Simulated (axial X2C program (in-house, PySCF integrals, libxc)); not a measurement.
**Density and ELF of TaCl⁻**

Calculated with an in-house relativistic program for diatomic molecules. Spin-free means the one-electron spin-free X2C Hamiltonian. Basis: Ta dyall-acv3z [14s15p10d7f4g], Cl dyall-av3z [9s8p3d2f] (cores contracted in-house); Gaussian nuclei, density fitting, unrestricted open shells. Masses: Ta 180.948 u, Cl 34.969 u.

PBE0, scalar-relativistic, state M_S = 3/2, Λ = 1 (beyond evenly filled blocks: π+α, δ+α, δ-α); Ta at z = 0, Cl at z = 2.411 Å.

The maps cover the half plane through the axis: z from -2.4 to 4.8 Å along the bond, ρ from 0.15 to 2.25 Å away from it (steps of 0.3 Å, the bottom row nearest the axis).

log10 of the density in e/bohr³:

digits 0 to 9 span -4.57 to 1.79 evenly
```
2222233333222222222111000
2223333333333223322221100
2233334444333333333322110
2333344444443444444332211
2333444555444445554433211
2333445666554555655543221
3333456777655566666543321
3333457898655567976544321
```

Electron localisation function (collinear form, no current term, damped to 0 at low density):

digits 0 to 9 span 0.00 to 1.00 evenly
```
3566666554210000000000000
5677766654310001222100000
7777666554311123444320000
7776554433211246776531000
8765323343211478888753100
8753113555312688888864100
7641025434512783038874200
7620035525523862746875210
```

Axial spin density in 10⁻³ e/bohr³:

digits 0 to 9 span -8.02 to 8.02 evenly, values beyond are clipped
```
4445555555555555555555555
4445556776655555555555555
4445568999866555555555555
4445689999986555555555444
4444699999997554555544444
4334699999998544455444444
3333499999997532454444444
3322279090996524342344444
```

The state is one determinant whose occupation by symmetry is held fixed; it was picked as the lowest of a PBE0 search that is not exhaustive. PBE0 can misorder states that lie within some tenths of an eV, so this need not be the ground state of the molecule. The nearest other spin-free determinant of the search, M_S = 3/2, Λ = 2, lies 0.04 eV up at the distance of the search. Without a current term, density functionals place determinants with orbital angular momentum somewhat too high. The highest occupied level of some functionals is positive through self-interaction error; at Hartree–Fock it is bound. The determinant is spin-polarised beyond a pure state at some levels (its spin-free form has ⟨S²⟩ too high), which makes Re and μ there less reliable. With spin–orbit coupling the lowest determinant has another configuration, so this spin-free state is a model.
